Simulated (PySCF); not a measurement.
Bonds (- single, = double, # triple, : aromatic): C1-N2 1.443 Å, N2-C3 1.443 Å, N2-Si4 1.715 Å, Si4-C5 1.881 Å, C5#N6 1.147 Å. C1 carries H7, H8, H9; C3 carries H10, H11, H12; Si4 carries H13, H14.

Calculated, not measured (PySCF 2.14.0 with density-fitted response routines): GFN2-xTB geometry, PBE0/pcSseg-1 with gauge-including orbitals. Non-relativistic, in vacuum, one conformer, equivalent nuclei averaged.

δ = σ(ref) − σ, references computed at the same level: 13C (186.93 ppm) and 1H (31.72 ppm) and 29Si (349.16 ppm) against TMS; NH3 for 15N (267.73 ppm).

```csv
atoms,nucleus,count,δ (ppm)
N2,15N,1,22.5
Si4,29Si,1,-58.8
C1/C3,13C,2,41.9
N6,15N,1,?
H7/H8/H9/H10/H11/H12,1H,6,2.73
C5,13C,1,?
H13/H14,1H,2,4.73
```

**Question.** Complete the table.

**Answer.** 
- C5: 124.5 ppm, nitrile carbon; C≡N carbons fall here, among the sp2 signals but without a proton
- N6: 357.4 ppm, nitrile nitrogen

Shifts are as computed. Against solution values, carbons near 30 ppm lie about +3 ppm off and those near 130 ppm about +5 ppm. Of 1211 compounds with measured shifts, 218 miss one by over three times the rms of a fit or turn the order of signals round; such compounds aren't used in these exercises. Experimental scales use liquid or dissolved standards, which lie at an offset from isolated NH3 (liquid NH3: subtract about 20 ppm). Unscaled 15N shifts of sp2 nitrogen come out 20 to 40 ppm too high even then.
